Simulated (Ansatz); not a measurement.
CH$_{6}$AlNOS, SMILES `C[O][Al]([NH2])[SH]`, relaxed with RKS PBE0-D4/def2-TZVP in the Gaussian-basis code of Ansatz from a PBE-D4/def2-SVP geometry. The force threshold is 0.005 eV/Å; the program also tests the step.

Charge 0, multiplicity 1.

Start:

```xyz
11

C     1.030    0.293    1.687
O    -0.077    0.343    0.836
Al   -0.483   -0.129   -0.757
N    -2.100    0.272   -1.363
S     0.941   -1.204   -2.052
H     1.399    1.318    1.926
H     1.895   -0.274    1.261
H     0.765   -0.195    2.653
H    -2.461    0.029   -2.287
H    -2.805    0.780   -0.826
H     1.896   -1.233   -1.077
```

| step | energy (eV) | largest force (eV/Å) | largest move (Å) |
| --- | --- | --- | --- |
| 1 | -22098.2023 | 0.574 | 0.000 |
| 2 | -22098.2502 | 0.321 | 0.033 |
| 3 | -22098.2575 | 0.075 | 0.023 |
| 4 | -22098.2578 | 0.042 | 0.039 |
| 5 | -22098.2582 | 0.020 | 0.017 |
| 6 | -22098.2583 | 0.019 | 0.017 |
| 7 | -22098.2584 | 0.004 | 0.009 |
| 8 | -22098.2585 | 0.004 | 0.006 |

End:

```xyz
11

C     1.029    0.289    1.669
O    -0.070    0.374    0.818
Al   -0.481   -0.117   -0.736
N    -2.082    0.267   -1.347
S     0.920   -1.215   -2.004
H     1.395    1.290    1.920
H     1.865   -0.272    1.230
H     0.747   -0.211    2.602
H    -2.423    0.021   -2.261
H    -2.783    0.766   -0.826
H     1.883   -1.193   -1.066
```

Run time 32 s (4 threads of an Arm Neoverse V1 on a shared host); peak host memory 0.54 GiB.
